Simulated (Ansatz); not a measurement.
Problem. Predict a relaxed structure of `CN(C)c1ncc(-c2ncc(-c3ncc(-c4ncc(-c5ncc(-c6ncc(C#N)s6)s5)s4)s3)s2)s1`, charge 0, singlet, at PBE-D4/def2-SVP (Ansatz).

Solution. 
Cartesian coordinates in Å:
```
C 6.4719 1.0001 9.1973
N 6.2401 0.7187 7.7890
C 7.2339 -0.0318 7.0500
C 5.0085 0.9421 7.2556
N 4.0158 1.5557 7.8822
C 2.9267 1.6571 7.0809
C 3.0259 1.1149 5.8005
C 2.0176 1.0989 4.7790
N 0.8020 1.6171 4.9389
C 0.0579 1.4613 3.8222
C 0.6673 0.8128 2.7428
C 0.1618 0.4933 1.4388
N 0.8713 -0.1350 0.5049
C 0.1480 -0.3051 -0.6250
C -1.1600 0.1878 -0.6104
C -2.1760 0.1732 -1.6239
N -3.3941 0.6749 -1.4687
C -4.1411 0.5237 -2.5857
C -3.5206 -0.1104 -3.6674
C -4.1045 -0.3812 -4.9550
N -5.3554 -0.0578 -5.2690
C -5.6463 -0.4202 -6.5376
C -4.6240 -1.0432 -7.2608
C -4.6028 -1.5412 -8.6101
N -3.5466 -2.1110 -9.1752
C -3.8043 -2.4830 -10.4503
C -5.0899 -2.2086 -10.9237
C -5.6343 -2.4805 -12.1990
N -6.0820 -2.7092 -13.2631
S -6.0209 -1.4333 -9.6595
S -3.2039 -1.1716 -6.2521
S -1.8859 -0.5369 -3.2232
S -1.4840 0.9148 0.9470
S 2.3017 0.3751 3.1907
S 4.6288 0.4130 5.5987
H 7.4402 1.5267 9.3247
H 5.6502 1.6393 9.5667
H 6.4956 0.0640 9.8002
H 7.0473 -1.1312 7.0749
H 7.2526 0.2927 5.9875
H 8.2343 0.1630 7.4818
H 2.0099 2.1481 7.4374
H -0.9760 1.8397 3.7967
H 0.5987 -0.8120 -1.4923
H -5.1782 0.8847 -2.6300
H -6.6484 -0.2188 -6.9478
H -3.0291 -2.9707 -11.0587
```
 This is one stationary point.

Single mean-field runs in def2-SVP are fitted with def2-universal-jkfit.
